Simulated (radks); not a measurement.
Correlation energies from several functionals, in hartree. Species: In3+ [Kr] 4d10; Eu+ [Xe] 4f7 6s1; Ba+ [Xe] 6s1; Be2+ [He]. All-electron calculation, non-relativistic Kohn-Sham, PBE, spin-polarised, spherical densities, point nucleus. Program: a radial shooting solver on a logarithmic mesh with Libxc functionals. Every spin shell is full or empty, so the densities are truly spherical. Functionals are evaluated on that one density, not self-consistently.

| functional | In3+ | Eu+ | Ba+ | Be2+ |
|---|---|---|---|---|
| PW92 | -4.5284 | -6.1351 | -5.3203 | -0.15007 |
| PZ | -4.5263 | -6.1277 | -5.3209 | -0.14934 |
| P86 | -2.8488 | -3.9534 | -3.3917 | -0.048037 |
| OP (B88) | -2.3332 | -3.1345 | -2.7271 | -0.065754 |
| TPSS | -2.5231 | -3.4991 | -2.9867 | -0.046598 |
| SCAN | -2.4975 | -3.5394 | -2.9877 | -0.041501 |
| r2SCAN | -2.5108 | -3.5557 | -3.0069 | -0.041501 |
| Tao-Mo | -2.4362 | -3.4036 | -2.8890 | -0.031628 |
